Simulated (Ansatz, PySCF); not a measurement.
Reaction (SMILES): CNB(O)O [methylaminoboronic acid] + 2 B (BH3) + N (NH3) -> BN (BNH4) + 2 BO (H3BO) + CN (CH5N)
Each molecule is optimised on its own at B3LYP-D3(BJ)/def2-TZVP (Ansatz, a quantum-chemistry and plane-wave program), one conformer each, not searched for the lowest. Frequencies are from Ansatz or PySCF.
Geometry of the first species:
```
N
H 1 1.0057
B 1 1.4228 2 119.38
O 3 1.3752 1 122.75 2 -173.41
H 4 0.9593 3 114.46 1 4.27
O 3 1.3771 4 114.73 5 -176.25
H 6 0.9593 3 114.63 4 -176.32
C 1 1.4507 2 114.07 3 -172.86
H 8 1.0909 1 110.60 2 -34.11
H 8 1.0926 9 106.45 1 120.00
H 8 1.0963 9 107.88 10 115.73
```
Charge 0, spin multiplicity 1.

Property: bond separation energy (0 K, with B3LYP-D3(BJ) harmonic zero-point energies), in kcal/mol. Cores are frozen in the correlated levels unless marked. Spin-orbit coupling is left out. No relativistic terms. CBS marks a two-point X^-3 extrapolation of the correlation energy; Hartree-Fock from the larger set. [CCSD(T)-MP2]/basis is that difference in the basis named.

```tsv
level	program	bond separation energy (kcal/mol)
PBE0/def2-SVP	Ansatz	-21.6
PBE0-D4/def2-TZVPD	Ansatz + dftd4	-16.5
B2GP-PLYP-D3(BJ)/def2-TZVPD	Ansatz + dftd3	[?]
RI-MP2/CBS(aug-cc-pVTZ,aug-cc-pVQZ)+[CCSD(T)-MP2]/aug-cc-pVTZ	Ansatz	[?]
```

Task: Complete the blanks.

Result: 
- B2GP-PLYP-D3(BJ)/def2-TZVPD, bond separation energy (kcal/mol): -15.3
- RI-MP2/CBS(aug-cc-pVTZ,aug-cc-pVQZ)+[CCSD(T)-MP2]/aug-cc-pVTZ, bond separation energy (kcal/mol): -15.0
